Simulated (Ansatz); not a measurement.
One change: `[O]=[W]([F])([F])([F])[Cl]` becomes `[F][W]([F])([F])(=[S])[Cl]`.

Ansatz, PBE0-D4/def2-TZVP geometries, multiplicity 1. 

Elements past krypton have def2 core potentials.

```tsv
property	`[O]=[W]([F])([F])([F])[Cl]`
size of the dipole moment (PBE/def2-TZVPP) / D	0.68
HOMO energy (B3LYP/def2-TZVPP) / eV	-9.97
size of the dipole moment (B3LYP/def2-TZVPP) / D	0.78
HOMO–LUMO gap (PBE0/def2-TZVPP) / eV	6.02
LUMO energy (B3LYP/def2-TZVPP) / eV	-4.47
LUMO energy (ωB97M-V/def2-TZVPP) / eV	-2.01
```

Q: What does the change do to each property? (Estimate.)

A: Computed: 
| property | `[F][W]([F])([F])(=[S])[Cl]` | shift |
| --- | --- | --- |
| size of the dipole moment (PBE/def2-TZVPP) / D | 0.73 | 0.05 |
| HOMO energy (B3LYP/def2-TZVPP) / eV | -8.95 | 1.02 |
| size of the dipole moment (B3LYP/def2-TZVPP) / D | 1.02 | 0.24 |
| HOMO–LUMO gap (PBE0/def2-TZVPP) / eV | 5.29 | -0.73 |
| LUMO energy (B3LYP/def2-TZVPP) / eV | -4.12 | 0.35 |
| LUMO energy (ωB97M-V/def2-TZVPP) / eV | -1.69 | 0.32 |

With PBE0 the HOMO rises by 1.04 eV and the LUMO rises by 0.32 eV, so the gap narrows by about 0.72 eV. PBE moves the HOMO by 0.81 eV and ωB97M-V by 1.23 eV. Dipoles are sizes alone; their direction can turn.

B3LYP here is the variant with VWN-RPA as its local correlation; programs differ in this.
